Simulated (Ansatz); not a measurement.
Start from `C[S][GeH3]` and change one atom or group to get `C[S][AlH2]`.

Ansatz, PBE0-D4/def2-TZVP geometries, multiplicity 1. 

Scalar relativity is left out up to krypton.

```csv
property,`C[S][GeH3]`
zero-point energy (PBE0-D4/def2-TZVP) / kJ/mol,163.4
HOMO–LUMO gap (B3LYP/def2-TZVPP) / eV,6.41
size of the dipole moment (ωB97M-V/def2-TZVPP) / D,1.39
HOMO energy (B3LYP/def2-TZVPP) / eV,-6.54
LUMO energy (ωB97M-V/def2-TZVPP) / eV,1.94
LUMO energy (PBE0/def2-TZVPP) / eV,0.14
```

Q: What does the change do to each property? (An estimate is asked.)

A: Ansatz gave: 
```
                                          property  `C[S][AlH2]`  shift
    zero-point energy (PBE0-D4/def2-TZVP) / kJ/mol         138.1  -25.3
             HOMO–LUMO gap (B3LYP/def2-TZVPP) / eV          5.51  -0.90
size of the dipole moment (ωB97M-V/def2-TZVPP) / D          1.39   0.00
               HOMO energy (B3LYP/def2-TZVPP) / eV         -6.98  -0.44
             LUMO energy (ωB97M-V/def2-TZVPP) / eV          0.34  -1.60
                LUMO energy (PBE0/def2-TZVPP) / eV         -1.28  -1.42
```

With PBE0 the HOMO falls by 0.45 eV and the LUMO falls by 1.42 eV, so the gap narrows by about 0.97 eV. PBE moves the HOMO by -0.53 eV and ωB97M-V by -0.42 eV. The zero-point energy changes by -25.3 kJ/mol with -3 modes. Dipoles are sizes alone; their direction can turn.

B3LYP here is the variant with VWN-RPA as its local correlation; programs differ in this.
